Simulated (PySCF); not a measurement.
Work out the structure from these simulated measurements.

Formula: C6H9FSi.

* 1H NMR: chemical shifts (computed TMS as zero) by class: 5.40 (2 H), 4.72 (1 H), 4.65 (1 H), 3.23 (1 H), 1.91 (2 H), 1.88 (2 H) ppm [GIAO PBE0/pcSseg-1]
* Polarisability: 99.3 au [B3LYP/def2-SVPD]
* Dipole: 2.10 D [B3LYP/def2-SVPD]
* UV, strongest line: among the 8 lowest singlet transitions: S5 at 6.74 eV (184 nm, f = 0.308) [TDDFT B3LYP/def2-SVPD]
* Triplet: lowest triplet excitation (Tamm–Dancoff): 5.19 eV [TDA B3LYP/def2-SVPD]
* 13C NMR: chemical shifts (computed TMS as zero) by class: 105.5 (1 C), 83.9 (1 C), 74.1 (1 C), 24.6 (1 C), 19.9 (2 C) ppm [GIAO PBE0/pcSseg-1]
* NMR, other nuclei: isotropic shieldings of nuclei other than C and H, by class: 417 (1 F), 392 (1 Si) ppm [GIAO PBE0/pcSseg-1]
* Rotational structure: rotational constants A, B, C: 4.525, 0.633, 0.622 GHz [GFN2-xTB]
* UV, first state: lowest singlet excitation: 5.79 eV (214 nm, f = 0.002) [TDDFT B3LYP/def2-SVPD]

The electronic properties come from PySCF, for the isolated species, density fitting. Levels stand in brackets. One conformer (not necessarily the lowest) at the GFN2-xTB geometry, without solvent, vibrations or thermal averaging. NMR values are class means; diastereotopic atoms form classes of their own.

Question: Give a SMILES that accounts for the data.

Answer: Numbering: `[F:1][CH2:2][C:3]#[C:4][CH:5]1[CH2:6][SiH2:7][CH2:8]1`. Its formula, C6H9FSi, gives 3 degrees of unsaturation: 1 ring and 2 π bonds in the structure found. 6 carbons fall into 5 classes; from least to most shielded: alkyne carbon [C4] (105.5 ppm), alkyne carbon [C3] (83.9 ppm), sp3 C–F carbon [C2] (74.1 ppm), propargylic carbon [C5] (24.6 ppm), ring sp3 carbon bound to silicon [C6/C8] (19.9 ppm, 2 C). Hydrogen classes from least to most shielded: 2 H on an sp3 C–F carbon, C2 (5.40 ppm), 1 H on an SiH2 silicon, Si7 (4.72 ppm), 1 H on an SiH2 silicon, Si7 (4.65 ppm), 1 H on a propargylic carbon, C5 (3.23 ppm), 2 H on 2 like atoms (sp3 carbon bound to silicon), C6/C8 (1.91 ppm), 2 H on 2 like atoms (sp3 carbon bound to silicon), C6/C8 (1.88 ppm). The other shieldings belong to: 417 ppm, alkyl fluorine [F1]; 392 ppm, SiH2 silicon [Si7]. The optimised geometry has point group Cs and is an asymmetric top. Structure: `FCC#CC1C[SiH2]C1`. Computed isomers that give other values at the same levels: `CC1=C[SiH2]C(CF)=C1` (13C chemical shifts (computed TMS as zero) by class: 168.6 (1 C), 152.3 (1 C), 147.7 (1 C), 121.8 (1 C), 88.1 (1 C), 25.2 (1 C) ppm); `C#C[C@@H]1C[SiH2][C@@H](F)C1` (13C chemical shifts (computed TMS as zero) by class: 93.3 (1 C), 92.5 (1 C), 75.6 (1 C), 48.9 (1 C), 30.7 (1 C), 18.9 (1 C) ppm); `C#C[C@@H]1C[SiH2][C@H](F)C1` (13C chemical shifts (computed TMS as zero) by class: 92.6 (1 C), 92.5 (1 C), 75.9 (1 C), 46.5 (1 C), 28.2 (1 C), 18.8 (1 C) ppm). The assignments are read from this structure; whether some other isomer fits the data as well wasn't checked.
